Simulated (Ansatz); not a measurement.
Calibrating PBE-D4/def2-TZVPP on molecular compounds of Sb

The vertical ionisation energy (cation less neutral) in eV of 8 molecular compounds of Sb: x at PBE-D4/def2-TZVPP, y at CCSD(T)/def2-TZVPP. Shapes, held fixed at every level: PBE0-D4/def2-TZVP. Flexible molecules stand in one conformer, not always the lowest. Programs: Ansatz 0.2.0.

```
                                     molecule  x (eV)  y (eV)
C4H14NSbSi (SMILES C[CH2][Sb]([SiH3])[N](C)C)    7.19    7.50
   C2H8ClOSbSi (SMILES CC[O][Sb]([SiH3])[Cl])    8.56    8.91
                                   Sb(SiH3)2F    8.88    9.11
                                  SiH3(SbCl2)    8.90    9.22
                                    SbH2(CH3)    9.19    9.28
                                   SiH3(SbH2)    9.22       ?
                   SbH2Cl (SMILES [Cl][SbH2])    9.68    9.98
                   SbHF2 (SMILES [F][SbH][F])   10.50   10.90
```

Q: Fit y = c + s·x to the known rows and predict y for SiH3(SbH2).

A: 
1. Means of the 7 rows: x = 8.9857, y = 9.271.
2. Σ(Δx)² = 6.2412, Σ(Δx·Δy) = 6.3161, so the slope is 6.3161/6.2412 = 1.012.
3. Intercept: 9.271 − (1.012) × 8.9857 = 0.177. The largest residual of the fit is 0.20.
4. SiH3(SbH2): 0.177 + 1.012 × 9.22 = 9.51 eV.

CCSD(T)/def2-TZVPP gives 9.29 eV, so the prediction is off by +0.22 eV, about the largest residual. Uncorrected, PBE-D4/def2-TZVPP misses SiH3(SbH2) by -0.07 eV, and the other rows by 0.29 on average. The line makes this one worse. Left out in turn, the other rows are missed by 0.11 eV on average, so much of the error is systematic among these molecules. Cations run unrestricted. For atoms past krypton def2 sets carry core potentials with scalar relativity. Outer-core shells of Sb are correlated, in sets that cover them unevenly.
